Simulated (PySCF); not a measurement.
Species: C₁₀H₁₁N.
Structure used (PBE0-D3(BJ)/def2-SVP), in Å, numbered top down from 1:
```
atom  x, y, z in Å
C1    -3.5017   -0.3115    0.3361
C2    -2.1651   -0.4335    0.2263
C3    -1.4739   -0.1420   -1.0775
C4    -1.4211   -0.9568    1.3792
C5    -0.0997   -0.9707    1.6458
C6     1.0040   -0.2839    0.9552
C7     0.9238    1.0728    0.6032
C8     2.0131    1.6747   -0.0164
C9     3.1534    0.9129   -0.2573
C10    3.1520   -0.4176    0.1642
N11    2.1202   -0.9996    0.7617
H12   -4.0177   -0.5503    1.2703
H13   -4.1147    0.0347   -0.5004
H14   -0.9675    0.8339   -1.0767
H15   -0.7021   -0.8961   -1.2932
H16   -2.2010   -0.1399   -1.9014
H17   -2.0549   -1.4735    2.1085
H18    0.2316   -1.5706    2.5003
H19    0.0231    1.6418    0.8409
H20    1.9761    2.7300   -0.2984
H21    4.0340    1.3407   -0.7407
H22    4.0420   -1.0411    0.0160
```

Method used: PBE0-D3(BJ)/def2-SVP geometry optimisation, gas phase (PySCF 2.14.0).

Masses are those of the commonest isotopes; rigid-rotor values at the optimised geometry. The values belong to one conformer with, in the numbering `[CH2:1]=[C:2]([CH3:3])/[CH:4]=[CH:5]\[c:6]1[cH:7][cH:8][cH:9][cH:10][n:11]1`, C1–C2–C4–C5 -167°, C4–C5–C6–C7 47°.

**Question.** What are A, B and C (GHz)?

**Answer.** Ia = 194.72, Ib = 760.68, Ic = 853.78 u·Å²; 505379 MHz·u·Å²/I gives 2595, 664.4 and 591.9 MHz, that is A = 2.5954, B = 0.6644, C = 0.5919 GHz.

**Question.** Classify the top.

**Answer.** A near-prolate asymmetric top; Ray's κ = -0.928.

**Question.** Is it planar, by Δ = Ic − Ia − Ib?

**Answer.** Not planar: Δ = Ic − Ia − Ib = -101.62 u·Å². For a rigid frame Δ = −2 Σ m c², so Σ m c² = 50.81 u·Å² lies off the ab plane: 12.04 from hydrogen and 38.77 from heavier atoms. The atom farthest from that plane is 1.72 Å away.

**Question.** Give the other two planar moments, Paa and Pbb, and the rms extents of the mass along the axes.

**Answer.** Paa = Σ m a² = (Ib + Ic − Ia)/2 = 709.87 and Pbb = Σ m b² = (Ia + Ic − Ib)/2 = 143.91 u·Å². With the mass M = 145.09 u, the rms extents √(P/M) along a, b and c are 2.21, 1.00, 0.59 Å.

**Question.** Which types of transition are allowed, and where do some lines up to J = 5 fall?

**Answer.** The dipole components are |μa| = 0.17 D, |μb| = 1.95 D, |μc| = 0.65 D. The squared components, which scale the intensities, stand as 0.01 : 1.00 : 0.11 (a : b : c). Some of the stronger lines:

| type | branch | J(Ka,Kc) | MHz | lower level (cm⁻¹) |
| --- | --- | --- | --- | --- |
| c | Q | 2(1,2) ← 2(0,2) | 1861 | 0.126 |
| b | Q | 1(1,0) ← 1(0,1) | 2003 | 0.042 |
| b | Q | 2(1,1) ← 2(0,2) | 2078 | 0.126 |
| c | R | 2(1,1) ← 1(0,1) | 4588 | 0.042 |
| b | Q | 5(2,4) ← 5(1,5) | 6453 | 0.676 |
| b | Q | 5(3,2) ← 5(2,3) | 9785 | 0.893 |
| c | Q | 3(3,1) ← 3(2,1) | 9827 | 0.514 |
| c | Q | 5(4,2) ← 5(3,2) | 13764 | 1.220 |
| b | Q | 4(4,0) ← 4(3,1) | 13767 | 1.010 |
| b | R | 4(3,1) ← 3(2,2) | 14867 | 0.514 |
| b | Q | 5(5,0) ← 5(4,1) | 17701 | 1.679 |
| c | R | 5(5,0) ← 4(4,0) | 23987 | 1.469 |

**Question.** Estimate the classical rotational partition function at 50 K, 200 K and 500 K.

**Answer.** Point group C1, symmetry number σ = 1; q = (√π/σ)·√((kT/h)³/(ABC)), k/h = 20836.6 MHz/K: 59000 at 50 K, 472000 at 200 K, 1870000 at 500 K.

PBE0-D3(BJ)/def2-SVP frequencies: not computed here. These are rigid-rotor constants of the computed structure; measured ground-state constants (B0) also hold zero-point vibration. A rigid rotor knows nothing of internal rotation, which can split or shift real lines. Quadrupole hyperfine structure (14N) is left out.
